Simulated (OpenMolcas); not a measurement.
## S2+: the spin-orbit constant, Slater's ratio, worked from levels

```json
{
 "Program": "OpenMolcas 26.06",
 "Basis": "ANO-RCC-VQZP [6s5p3d2f1g]",
 "Scalar Hamiltonian": "DKH2, point nucleus",
 "Active space": "2 electrons in 3 orbitals (3p)",
 "State averaging": "2S+1 = 3 even, 3 roots; 2S+1 = 1 even, 6 roots",
 "Spin-orbit coupling": "RASSI with atomic mean-field integrals over the reference wave functions, term energies averaged over their components"
}
```

Methods: CASSCF; SS-CASPT2, IPEA 0.25 Eh, imaginary shift 0.1 Eh (closed shells correlated: 2s 2p 3s). Measured levels: NIST levels in Podobedova, Kelleher and Wiese, J. Phys. Chem. Ref. Data 38, 171 (2009).

**The spin-orbit constant.** For the Hund term 3P of p2, E(J) = (A/2) J(J+1) + constant and ζ = 2S·A = 2A. From J = 0 to J = 2 the energy changes by 3 A.

```
   Source  E(2) - E(0)      A    ζ
   CASSCF        755.3  251.8  504
SS-CASPT2        756.4  252.1  504
 measured        833.1  277.7  555
```

All in cm-1. SS-CASPT2 is off by -9.2 % and CASSCF by -9.3 %. Both methods take the spin-orbit matrix elements from the reference wave functions, so the second can move ζ only through the term energies and any multistate remixing. Second-order mixing with other terms is absorbed into this ζ.

**Slater's ratio.** With one set of orbitals, p2 has 1D - 3P = 6 F2 and 1S - 1D = 9 F2 (F2 = F²/25), a ratio of 3/2. Term energies are centres of gravity, weighted by 2J + 1.

```csv
Source,1D - 3P,1S - 3P,F2 from the first,Ratio
CASSCF,13770,34174,2295,1.482
SS-CASPT2,10503,26545,1750,1.527
measured,10760,26599,1793,1.472
```

Energies in cm-1. A ratio away from 3/2 shows effects beyond one configuration with one set of orbitals, and in heavier atoms second-order spin-orbit shifts.

CASPT2 does not keep the components of a term degenerate, so their means are used; among the terms shown or strongly mixed into the levels shown the widest spread is 100 cm-1 (3s2 3p2 1D, SS-CASPT2). With the s shell closed, the reference lacks s² → p² mixing. Measured partners are found by configuration, term and J. A level has none where our copy of the source lacks it or the pairing is in doubt (some pairs that miss far off the trend of their configuration count as doubtful), and it then counts in no deviation. Only configurations of the active space appear.
